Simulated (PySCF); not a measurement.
# A survey of 29Si NMR shifts

All values are calculated (PySCF 2.14): geometry from GFN2-xTB, NMR shieldings at PBE0/pcSseg-1/GIAO. In vacuum, fast rotation and ring inversion assumed for equivalent nuclei, one conformer, non-relativistic Hamiltonian.

Shieldings were converted by a linear fit to measured shifts: 29Si: δ = 279.94 − 0.822σ (rms 8.9 ppm, 72 shifts, 25.8 ppm with the 6 outliers that the fit left out vs TMS, solution or neat liquid). A few per cent of atoms miss by over 2 rms, more outside the fitted compound classes.

Q: Give the 29Si shifts of `O=C=C(Cl)[SiH2]C[SiH3]`, `C[C@@H]1[C@H]([SiH3])C[P@@H]1=O`, `O=C=C(Cl)C[SiH2][SiH3]`.

A: 
```tsv
compound	environment	δ (ppm)
[O:1]=[C:2]=[C:3]([Cl:4])[SiH2:5][CH2:6][SiH3:7]	Si5: silicon bonded to 2 C, 2 H	-34.3
[O:1]=[C:2]=[C:3]([Cl:4])[SiH2:5][CH2:6][SiH3:7]	Si7: silicon bonded to C, 3 H	-67.4
C[C@@H]1[C@H]([SiH3])C[P@@H]1=O	silicon bonded to C, 3 H	-65.8
[O:1]=[C:2]=[C:3]([Cl:4])[CH2:5][SiH2:6][SiH3:7]	Si6: silicon bonded to C, Si, 2 H	-68.7
[O:1]=[C:2]=[C:3]([Cl:4])[CH2:5][SiH2:6][SiH3:7]	Si7: silicon bonded to Si, 3 H	-105.3
```

Q: Order these by 29Si shift, lowest first.
A. COC1=C[Si@@H](O)C=C1F
B. O=P1(C[SiH3])CCC1
C. O=C1OCC=C1C[SiH2]F

A: B (-72.8 ppm, silicon bonded to C, 3 H), A (-29.0 ppm, silicon bonded to 2 C, O, H, in a 5-membered ring), C (-4.0 ppm, silicon bonded to C, F, 2 H).
